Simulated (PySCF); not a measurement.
# Electronic absorption of C3H8Se

Compound: C3H8Se.
Structure used (PBE0-D3(BJ)/def2-SVP), in Å, numbered top down from 1:
```xyz
12
C3H8Se angstrom
C     -1.3977    0.6379    0.3620
C     -0.9086   -0.6923   -0.1747
Se     0.7270   -1.3610    0.6560
C      1.9496   -0.0307   -0.0527
H     -2.3398    0.9315   -0.1293
H     -1.5759    0.5875    1.4462
H     -0.6690    1.4424    0.1801
H     -1.6460   -1.4897    0.0065
H     -0.7413   -0.6567   -1.2628
H      1.7176    0.9736    0.3269
H      1.9303   -0.0327   -1.1516
H      2.9564   -0.3111    0.2853
```

Level of theory: PySCF, TDDFT B3LYP/def2-SVPD, vertical, gas phase, core orbitals frozen in the response. Relativistic effects, spin–orbit coupling among them, are left out although an element past zinc is present.

```tsv
state	E (eV)	E (kJ/mol)	λ (nm)	f	|μ| (D)	main configurations (H = HOMO, L = LUMO)
S1	4.61	445	268.7	0.0002	0.10	H→L (97%)
S2	5.30	512	233.8	0.032	1.26	H→L+1 (92%)
S3	5.43	524	228.3	0.021	1.00	H→L+2 (93%)
S4	6.01	580	206.2	0.021	0.95	H→L+3 (97%)
S5	6.31	609	196.6	0.015	0.78	H→L+4 (85%), H→L+5 (9%)
S6	6.53	630	189.8	0.0039	0.40	H→L+5 (88%)
S7	6.88	664	180.3	0.032	1.11	H→L+6 (91%)
S8	7.24	699	171.2	0.106	1.97	H→L+7 (95%)
S9	7.31	705	169.7	0.015	0.74	H→L+8 (87%), H-1→L (9%)
S10	7.36	710	168.5	0.070	1.58	H-1→L (80%), H→L+8 (10%)
```

Triplets (Tamm–Dancoff): T1 4.23 eV, H→L (92%); T2 4.95 eV, H→L+2 (55%), H→L+1 (32%); T3 5.20 eV, H→L+1 (61%), H→L+2 (36%); T4 5.88 eV, H→L+3 (97%).

The lowest singlet comes at 269 nm (445 kJ/mol) in the ultraviolet; it is dark (f under 0.0005); its leading configuration is HOMO→LUMO (97%). The strongest level in the table is S8 at 7.24 eV (171 nm, f = 0.106). Löwdin shares by element: HOMO selenium 73%, carbon 18% or more; LUMO selenium 62%, carbon 18% or more (atoms not listed hold the other 19%). Of the 10 states listed, 8 reach f = 0.01 and 1 stays under 0.0005. The listed states span 2.74 eV, and the widest gap between neighbours is 0.69 eV (S1 to S2). Weighted by f, the mean energy of these states is 6.79 eV. The vertical ionisation energy (ΔSCF) is 8.24 eV, 0.88 eV above S10. The window holds the lowest 10 singlets.

One conformer stands for the species.
